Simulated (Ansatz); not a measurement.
Harmonic frequencies (cm⁻¹) at PBE0-D4/def2-TZVP from Ansatz: 118, 125, 161, 195, 382, 394, 463, 465, 526, 541, 611, 649, 706, 718, 826, 923, 941, 954, 1002, 1021, 1125, 1174, 1198, 1279, 1319, 1366, 1463, 1524, 1641, 1669, 2371, 2372, 3211, 3224, 3231, 3232.

Task: Which molecule is it?
A. `N#Cc1ccccc1C#N`
B. `CCC(C)C#N`
C. `O=S1(=O)CC=CC1`
D. `N#Cc1cccc(C#N)c1`

Result: D.
